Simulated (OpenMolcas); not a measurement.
# How methods differ on InHCl2 (InCl2H)

InHCl2: 4 atoms, total charge 0, spin state singlet. As SMILES, `[H][In]([Cl])[Cl]`. The shape comes from GFN2-xTB, which is rough for such elements, and wasn't checked as a minimum.

Each level gives the HOMO–LUMO gap (eV). The values are calculated.

```csv
level,kind,program,value (eV),CPU time
PBE/def2-SVPD (core potential),GGA,OpenMolcas,4.96,21 s
revPBE/def2-SVPD (core potential),GGA,OpenMolcas,5.01,22 s
M06-L/def2-SVPD (core potential),meta-GGA,OpenMolcas,5.58,26 s
r2SCAN/def2-SVPD (core potential),meta-GGA,OpenMolcas,5.59,27 s
B3LYP/def2-SVPD (core potential),global hybrid,OpenMolcas,6.51,21 s
BHLYP/def2-SVPD (core potential),global hybrid,OpenMolcas,8.90,20 s
M06-2X/def2-SVPD (core potential),hybrid meta-GGA,OpenMolcas,8.80,25 s
B2PLYP/def2-SVPD (core potential),double hybrid,OpenMolcas,9.11,16 s
```

The values span 4.96 to 9.11 eV. Orbital gaps aren't excitation energies, and those of double hybrids come from the SCF part alone; they tend to grow with the share of exact exchange. CPU times are rough (shared hosts, several kinds of processor): they show what a rung costs within a factor of a few.
